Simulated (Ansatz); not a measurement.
```yaml
crystal:
  periodic: [false, false, false]
  atoms:
    - {symbol: Be, position_ang: [1.980537, 0.178745, -0.705481]}
    - {symbol: Be, position_ang: [0.382687, 1.117180, -1.692277]}
    - {symbol: Be, position_ang: [-0.000192, -0.000262, 0.001116]}
    - {symbol: Be, position_ang: [1.585650, -0.948758, 1.004436]}
    - {symbol: Be, position_ang: [-0.382207, -1.115765, 1.690513]}
    - {symbol: Be, position_ang: [-1.972528, -0.180783, 0.706677]}
    - {symbol: Be, position_ang: [-1.593947, 0.949653, -1.004985]}
basis:
  gaussian: {orbitals: aug-pcseg-2}
total_charge: -2
hamiltonian: {xc: {name: B97M-V}}
scf: {omitted_lower_state_checks: [starts]}
output: {forces: true}
```

```sh
$ ansatz run in.yaml --threads 4 --pin off --events-out ev --progress --plain --max-ram 3916MiB
```

Output, abridged:

```
Functional definition: B97M-V
1225 factors; their error is unknown
mean field evaluation 1: about -2798.6155 eV, gradient 2.9e1 eV
mean field evaluation 2: about -2785.5083 eV, gradient 5.9e1 eV
mean field evaluation 4: about -2805.0237 eV, gradient 1.8e1 eV
mean field evaluation 8: about -2806.7575 eV, gradient 4.9e0 eV
mean field evaluation 16: about -2806.9907 eV, gradient 1.9e0 eV
mean field evaluation 32: about -2807.0451 eV, gradient 3.4e-5 eV
a density is far from that of the atoms, so the factors are made again for it
1726 factors; integrals over basis functions are off by at most 7.3e-4 eV
mean field -2807.04503265 eV, -103.1570022664 hartree, gradient 1.3e-5 eV, S^2 0.000000; 0 other end points of the search recorded, 0 dependent functions left out
reference -2807.04507183 eV, -103.1570037062 hartree; 15, 15 occupied and 153, 153 virtual orbitals, 1726 factors
Total energy: -2807.04507183 eV, -103.1570037062 hartree
Atom 0 at     1.980537     0.178745    -0.705481 Å, force    -0.222543    -0.170640     0.290422 eV/Å
Atom 1 at     0.382687     1.117180    -1.692277 Å, force    -0.220445    -0.098360     0.196620 eV/Å
Atom 2 at    -0.000192    -0.000262     0.001116 Å, force     0.006755     0.018735    -0.028453 eV/Å
Atom 3 at     1.585650    -0.948758     1.004436 Å, force     0.313665    -0.102759     0.082023 eV/Å
Atom 4 at    -0.382207    -1.115765     1.690513 Å, force     0.212155     0.077624    -0.165043 eV/Å
Atom 5 at    -1.972528    -0.180783     0.706677 Å, force     0.153051     0.188252    -0.299945 eV/Å
Atom 6 at    -1.593947     0.949653    -1.004985 Å, force    -0.242638     0.087148    -0.075623 eV/Å
Dipole moment:    -0.003835    -0.001032     0.003083 e Å
Checks for a lower state left out: starts
```

It took 52 s on 4 threads of Arm Neoverse V1 on a shared host.

A multiply charged anion in the gas phase is held together partly by the finite basis.

The dipole of an ion depends on the origin.
